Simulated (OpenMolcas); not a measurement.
# Mn5+: effect of the active space

```yaml
Program: OpenMolcas 26.06
Method: CASSCF or its RAS form
Basis: ANO-RCC-VTZP
Scalar_Hamiltonian: DKH2, point nucleus
Spin-orbit_coupling: state interaction with AMFI integrals over the reference wave functions, term energies averaged over their components
```

A. 2 electrons in 5 orbitals (3d); 2S+1 = 3 even, 10 roots; 2S+1 = 1 even, 15 roots; cost of the order of 5 core-seconds
B. 8 electrons in 8 orbitals (RAS1 3p, at most 2 holes; RAS2 3d); 2S+1 = 3 even, 10 roots; 2S+1 = 1 even, 15 roots; cost about 15 core-seconds
C. 2 electrons in 10 orbitals (3d 4d); 2S+1 = 3 even, 10 roots; 2S+1 = 1 even, 15 roots; cost about 10 core-seconds

Energies in cm⁻¹ above 3d² ³F₂, the measured ground level; measured values from Corliss and Sugar, J. Phys. Chem. Ref. Data 6, 1253 (1977).

```
  Level      A      B      C  Measured
3d² ³F₂    0.0    0.0    0.0       0.0
3d² ³F₃    751    782    754       746
3d² ³F₄   1704   1770   1711      1669
3d² ¹D₂  18834  17209  18570     15336
3d² ³P₀  21888  20662  21606     17782
3d² ³P₁  22157  20944  21871     18057
3d² ³P₂  22764  21558  22471     18628
3d² ¹G₄  28820  29505  28431     25511
3d² ¹S₀  69682  61673  67852
```

Deviations, from unrounded energies. A percentage is the sum of absolute deviations over the sum of measured energies, with the sign that they share, or ± where signs differ.

```tsv
Against measurement	Levels	A	B	C
mean absolute deviation (cm-1)	7	2700	2100	2500
fine structure of the ground term (%)	2	+1.7	+5.7	+2.1
other terms of the ground configuration (%)	5	+20.1	+15.3	+18.5
```

B lies closest to measurement on these levels and A furthest from it. The largest miss of B in the table is 3d² ¹G₄, by +4000 cm-1. The ranking rests on the paired levels alone, and a cruder setting can come out closer through cancelling errors.

Among A to C the level of the table that moves most is 3d² ¹S₀, by 8000 cm-1 (lowest in B, highest in A).

Without dynamic correlation excited terms often stand tens of per cent too high (terms of higher spin than the ground term too low), and those without a measured partner can miss by more than the paired ones. Active for correlation alone: 3p; no level in the range computed is led by a configuration that opens it, so any true level of that kind is missing (holds for B). Active for correlation alone: 4d; no level in the range computed is led by a configuration that fills it, so any true level of that kind is missing (holds for C). Computed and measured levels are paired by configuration, term and J; levels that our copy of the source lacks, or whose pairing is in doubt (as where it misses far off the trend of its configuration), stay unpaired and out of the deviations. Only configurations of the active space appear.
